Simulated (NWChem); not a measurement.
System meant: C2H6Te; SMILES CC[TeH]

The following NWChem deck was run.

```
start job
memory heap 200 mb stack 900 mb global 1100 mb
geometry units angstroms noautoz
  Te    -0.012148    -0.653470     0.034104
  H     -0.888388    -0.531954    -1.376398
  C      0.660646     1.410499    -0.068796
  C     -0.436478     2.443611     0.078050
  H      1.209906     1.513474    -1.014809
  H      1.398538     1.478576     0.745221
  H     -0.973615     2.333017     1.031626
  H     -1.178146     2.367344    -0.731511
  H     -0.010782     3.461154     0.043135
end
basis spherical
  * library def2-svp
end
ecp
  Te library def2-ecp
end
dft
  xc pbe0
  iterations 4
  mulliken
end
task dft energy
```

End of the output:

```
    Atom       Charge   Shell Charges
 -----------   ------   -------------------------------------------------------
    1 Te  24    23.85   1.23  0.74  1.00  0.72  2.73  3.18  2.10  2.02  9.55  0.56
    2 H    1     1.05   0.60  0.40  0.05
    3 C    6     6.18   1.96  0.61  0.34  1.85  1.35  0.07
    4 C    6     6.08   1.96  0.58  0.31  1.89  1.27  0.07
    5 H    1     0.97   0.64  0.26  0.07
    6 H    1     0.96   0.64  0.26  0.07
    7 H    1     0.97   0.64  0.26  0.07
    8 H    1     0.97   0.64  0.26  0.07
    9 H    1     0.97   0.64  0.26  0.07

 center of mass
 --------------
 x =  -0.00220077 y =  -0.32372677 z =   0.02376499

 moments of inertia (a.u.)
 ------------------
         640.902073294703           0.000000000000           0.000000000000
           0.000000000000          69.506154001672           0.000000000000
           0.000000000000           0.000000000000         672.306593341934

     Multipole analysis of the density
     ---------------------------------

     L   x y z        total         alpha         beta         nuclear
     -   - - -        -----         -----         ----         -------
     0   0 0 0      0.000000    -21.000000    -21.000000     42.000000

     1   1 0 0      0.098461     -0.513147     -0.513147      1.124755
     1   0 1 0      0.505972    -16.943464    -16.943464     34.392900
     1   0 0 1     -0.066039      0.655082      0.655082     -1.376203

     2   2 0 0    -31.112875    -33.906471    -33.906471     36.700068
     2   1 1 0      1.201963      2.135142      2.135142     -3.068322
     2   1 0 1      1.480816     -0.121325     -0.121325      1.723467
     2   0 2 0    -29.304113   -168.095340   -168.095340    306.886568
     2   0 1 1     -0.062574     -1.874844     -1.874844      3.687114
     2   0 0 2    -29.939650    -24.247065    -24.247065     18.554480

 ------------------------------------------------------------------------
 dft energy failed                                                                                  0
 ------------------------------------------------------------------------
 ------------------------------------------------------------------------
  current input line :
    25: task dft energy
 ------------------------------------------------------------------------
 ------------------------------------------------------------------------
 This type of error is most commonly associated with calculations not reaching convergence criteria
 ------------------------------------------------------------------------
 For more information see the NWChem manual at https://nwchemgit.github.io

0:dft energy failed:Received an Error in Communication
```

What is wrong, and how is it mended?

The run did not converge; its last values are not results. Cause: the SCF was allowed too few iterations. This input runs:
```
start job
memory heap 200 mb stack 900 mb global 1100 mb
geometry units angstroms noautoz
  Te    -0.012148    -0.653470     0.034104
  H     -0.888388    -0.531954    -1.376398
  C      0.660646     1.410499    -0.068796
  C     -0.436478     2.443611     0.078050
  H      1.209906     1.513474    -1.014809
  H      1.398538     1.478576     0.745221
  H     -0.973615     2.333017     1.031626
  H     -1.178146     2.367344    -0.731511
  H     -0.010782     3.461154     0.043135
end
basis spherical
  Te library def2-svp
  H library def2-svp
  C library def2-svp
end
ecp
  Te library def2-ecp
end
dft
  xc pbe0
  iterations 150
  mulliken
end
task dft energy
```
It converges to -347.67822 Ha (PBE0/def2-SVP with def2 effective core potentials on Te).
